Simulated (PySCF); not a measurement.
TaBr4, SMILES [Br][Ta]([Br])([Br])[Br] (connectivity only; charge and spin as stated), neutral, multiplicity 2.

Coordinates come from a r2SCAN-D4/def2-SVP optimisation. The multiplicity is an assumed one; other spin states were not compared. The def2 effective core potentials stand for the cores of Ta; spin–orbit coupling is left out.

Computed with PySCF with TDA-ωB97X/def2-SVPD.

Vertical excitations; the highest root listed may be one member of a degenerate set. Gas-phase values at a fixed geometry.

```
state    energy (eV)  λ (nm)      f                                     main pairs
-------  -----------  ------  -----  ---------------------------------------------
root 1          0.26    4738  0.000                               α HOMO→LUMO 95 %
root 2          1.00    1235  0.002                 α HOMO→LUMO+1 (degenerate set)
root 3          1.00    1235  0.002                 α HOMO→LUMO+2 (degenerate set)
root 4          1.72     721  0.009                             α HOMO→LUMO+3 94 %
root 5          4.28     290  0.004           α HOMO−1→LUMO 63 %, β HOMO→LUMO 26 %
root 6          4.47     278  0.003  α HOMO−3→LUMO, β HOMO−1→LUMO (degenerate set)
root 7          4.47     278  0.003  α HOMO−2→LUMO, β HOMO−2→LUMO (degenerate set)
root 8          4.82     257  0.019  α HOMO−3→LUMO, β HOMO−1→LUMO (degenerate set)
root 9          4.82     257  0.019  α HOMO−2→LUMO, β HOMO−2→LUMO (degenerate set)
root 10         4.86     255  0.000                             α HOMO→LUMO+4 80 %
```
Unrestricted roots are not spin-pure.
